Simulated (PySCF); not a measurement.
**Static response to an electric field**

Species: CH9FOSi3.
Numbering: `[CH3:1][SiH2:2][O:3][Si@H:4]([F:5])[SiH3:6]` (hydrogens: H7, H8, H9 on C1; H10, H11 on Si2; H12 on Si4; H13, H14, H15 on Si6)

Structure used (GFN2-xTB), in Å, numbered top down from 1:
```xyz
15
CH9FOSi3 angstrom
C     -1.9201    0.3905    0.9453
Si    -1.7223   -0.6304   -0.6408
O     -0.1760   -0.5380   -1.1371
Si     1.4334   -0.5446   -1.0069
F      1.8275   -2.0805   -0.6917
Si     2.1244    0.7729    0.7387
H     -1.6244    1.4255    0.7919
H     -2.9520    0.3912    1.2825
H     -1.3101   -0.0046    1.7542
H     -2.4684   -0.0670   -1.7654
H     -2.0210   -2.0434   -0.4087
H      1.8966   -0.3686   -2.3766
H      1.8804    0.1889    2.0663
H      3.5667    1.0320    0.6572
H      1.4608    2.0841    0.7467
```

Level: CAM-B3LYP/def2-SVPD (PySCF), static field, nuclei fixed, core orbitals frozen in the response. The polarisability tensor in these axes (au):

```
x   98.27  3.42  1.98
y    3.42 85.97  8.31
z    1.98  8.31 93.63
```

Question: Give the principal values, the mean and the anisotropy Δα = √{½[(α1 − α2)² + (α2 − α3)² + (α1 − α3)²]}.

Answer: Principal values 80.46, 95.21 and 102.21 au; mean 92.62 au = 13.73 Å³ = 15.27 × 10⁻⁴⁰ C²·m²/J; Δα = 19.23 au (21 % of the mean).

Question: What is the dipole moment, and where does it point?

Answer: (-0.75, 1.78, 0.74) D, 2.06 D in size, pointing from the negative to the positive side. Measured along this direction, the outermost atoms are F5 at the negative end and H7 at the positive end.

Question: Rayleigh depolarisation ratio (linearly polarised light, static tensor)?

Answer: ρ = 3Δα²/(45ᾱ² + 4Δα²) = 1109.1/(386061 + 1478.8) = 0.00286.

Question: Find the Langevin capture rate constant for NO+ (29.998 u) meeting this molecule (139.995 u), k = 2.342 × 10⁻⁹ cm³/s × √(α in Å³ / reduced mass in u).

Answer: The reduced mass is 24.70 u, so k = 1.75 × 10⁻⁹ cm³/s. The formula leaves out the permanent dipole, which adds to the capture rate.

Question: What would n − 1 = 2πNα be for an ideal gas of these molecules at 350 K and 1 atm, electronic part alone?

Answer: N = p/kT = 2.0968 × 10¹⁹ cm⁻³, so n − 1 = 2π × N × 13.73 × 10⁻²⁴ cm³ = 1808 × 10⁻⁶ at long wavelengths, for an ideal gas.

Isolated species at its GFN2-xTB geometry (one conformer only).
